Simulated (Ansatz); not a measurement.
Ansatz results at the PBE0-D4/def2-TZVP geometry: HOMO energy (PBE0/def2-TZVPP) -6.22 eV; zero-point energy (PBE0-D4/def2-TZVP) 168.6 kJ/mol; HOMO energy (B3LYP/def2-TZVPP) -6.05 eV.

Which molecule gave them?
A. `C[CH]1[O][AlH]1`
B. `FC1(Br)C=C1`
C. `O=CC(O)[SiH3]`
D. `BNC=C=C`

A. The others give `BNC=C=C`: -6.73, 226.2, -6.52; `O=CC(O)[SiH3]`: -7.82, 200.1, -7.60; `FC1(Br)C=C1`: -7.86, 102.9, -7.62.

B3LYP here is the variant with VWN-RPA as its local correlation; programs differ in this.
